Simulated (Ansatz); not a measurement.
Compare A (`[CH2]1[SiH2][S][GeH2]1`) with its isomer B (`[GeH3][SiH]1CS1`).

Calculated with Ansatz (gas phase, PBE0-D4/def2-TZVP geometries, no zero-point term in ΔE). CCSD(T)/CBS adds triple-zeta CCSD(T) − MP2 to the extrapolated MP2 energy (def2 sets, frozen cores). Functionals use def2-TZVPP. B3LYP here is the variant with VWN-RPA as its local correlation; programs differ in this. For Ge outer-core shells are correlated without core-valence functions, which leaves a few kJ/mol of doubt a bond. Scalar relativity is left out up to krypton.

A:

Z-matrix (Å, degrees):
```
Si
S 1 2.149
Ge 1 2.785 2 52.3
C 1 1.883 2 97.2 3 -0.3
H 1 1.487 2 112.0 3 118.8
H 1 1.487 2 112.0 3 -119.5
H 3 1.538 1 125.1 2 -89.1
H 3 1.538 1 124.6 2 89.5
H 4 1.090 1 114.4 2 116.9
H 4 1.090 1 114.3 2 -116.1
```

B:

Z-matrix (Å, degrees):
```
Ge
Si 1 2.367
H 1 1.536 2 110.4
H 1 1.535 2 108.4 3 119.8
H 1 1.539 2 110.8 3 -120.3
C 2 1.848 1 119.2 3 -141.6
S 2 2.096 1 117.5 3 -77.5
H 2 1.484 1 116.6 3 69.0
H 6 1.086 2 119.3 1 -149.2
H 6 1.086 2 119.9 1 -0.7
```

Which is lower in electronic energy at CCSD(T)/CBS, and by how much? (Best estimate.)

Computed: A, by 33.2 kcal/mol.

Give E(B) − E(A) in kcal/mol with CCSD(T)/def2-TZVPP, B3LYP-D4, HF/def2-TZVPP, CCSD/def2-TZVPP, B3LYP, PBE-D4, B2PLYP. (An estimate is asked.)

Computed: CCSD(T)/def2-TZVPP 33.2, B3LYP-D4 31.1, HF/def2-TZVPP 36.3, CCSD/def2-TZVPP 33.8, B3LYP 30.0, PBE-D4 28.6, B2PLYP 32.0. None reverses the order clearly.

Largest T1 diagnostic: 0.013.

From PBE to PBE0 (25 % exact exchange), in def2-TZVPP and without D4, E(B) − E(A) moves by +3.0 kcal/mol. The D4 term adds +1.1 kcal/mol with B3LYP and +0.5 kcal/mol with PBE0; it sums over pairs of atoms, weighted by their polarisabilities, and B3LYP, whose exchange is more repulsive, gets the larger term.
